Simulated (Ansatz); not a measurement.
Reaction (ligand exchange at the Se–C bond): `C[Se]C[SiH3]` + PH₃ → `C[Se]P` + `C[SiH3]`

Calculated with Ansatz (gas phase, PBE0-D4/def2-TZVP geometries, no zero-point term in ΔE). CCSD(T)/CBS adds triple-zeta CCSD(T) − MP2 to the extrapolated MP2 energy (def2 sets, frozen cores). This one scheme is used for every species. Functionals use def2-TZVPP. B3LYP here is the variant with VWN-RPA as its local correlation; programs differ in this. HSE06 is defined as in plane-wave codes. For Se outer-core shells are correlated without core-valence functions, which leaves a few kJ/mol of doubt a bond. Scalar relativity is left out up to krypton. Each species was taken in one conformer, which may not be the lowest.

`C[Se]C[SiH3]`:

Cartesian coordinates in Å:
```
C -1.677 1.746 0.197
Se -0.836 0.454 -0.983
C 0.421 -0.290 0.301
Si 1.458 -1.646 -0.479
H -2.433 2.266 -0.390
H -0.941 2.464 0.556
H -2.155 1.238 1.034
H -0.136 -0.699 1.148
H 1.074 0.507 0.664
H 2.409 -2.176 0.536
H 2.229 -1.109 -1.630
H 0.588 -2.754 -0.951
```

PH₃:

Z-matrix (Å, degrees):
```
P
H 1 1.420
H 1 1.420 2 93.1
H 1 1.420 2 93.1 3 93.3
```

`C[Se]P`:

```xyz
8

C     1.384   -0.303    0.348
Se   -0.367    0.168    1.070
P    -1.449    0.270   -0.903
H     1.750    0.488   -0.302
H     1.330   -1.248   -0.188
H     2.046   -0.407    1.208
H    -2.592   -0.484   -0.532
H    -2.102    1.514   -0.701
```

`C[SiH3]`:

Cartesian coordinates in Å:
```
C 0.685 0.154 0.694
Si -0.613 -0.138 -0.621
H 1.621 0.494 0.246
H 0.888 -0.765 1.249
H 0.353 0.913 1.405
H -0.886 1.115 -1.378
H -1.889 -0.598 -0.009
H -0.159 -1.175 -1.587
```

| level | ΔE (kJ/mol) | difference from CCSD(T)/CBS |
| --- | --- | --- |
| B97M-V | -69.8 | -6.4 |
| revPBE | -73.6 | -10.2 |
| r2SCAN | -71.5 | -8.1 |
| PBE0 | -71.8 | -8.4 |
| B3LYP | -71.1 | -7.7 |
| HSE06 | -72.0 | -8.6 |
| LC-ωPBE | -66.6 | -3.2 |
| CCSD/def2-SVP | -57.0 | 6.4 |
| MP2/def2-TZVPP | -59.9 | 3.5 |
| MP2/def2-QZVPP | -63.1 | 0.3 |
| CCSD(T)/CBS | -63.4 | 0 |

(1) What do rigid-rotor, harmonic-oscillator terms from PBE0-D4/def2-TZVP frequencies (298.15 K, 1 bar) make of the CCSD(T)/CBS value? (Estimate.)

Largest T1 diagnostic among the species: 0.013.

## Answers

(1) Computed: ΔZPE = +7.8 kJ/mol, ΔH = -57.0 kJ/mol, ΔS = 1 J/(mol·K), ΔG = -57.2 kJ/mol. Modes under 50 cm⁻¹ make the entropy rough.

At CCSD(T), def2-SVP lies +7.4 kJ/mol from the extrapolated value and def2-TZVPP +5.4 kJ/mol. In def2-TZVPP, CCSD(T) changes the Hartree–Fock value by +10.2 kJ/mol (the triples alone add +0.5 kJ/mol) and MP2 by +8.3 kJ/mol. Leaving LDA and LC-ωPBE aside and taking each functional with its dispersion term where it has one, the values, not all of them listed here, spread over 7.2 kJ/mol, from r2SCAN-D4 to ωB97X-V. LDA lies +4.8 kJ/mol from PBE without D4.

CCSD(T)/CBS has its own doubt, a few kJ/mol and more with outer-core shells, so smaller differences from it don't rank the levels.
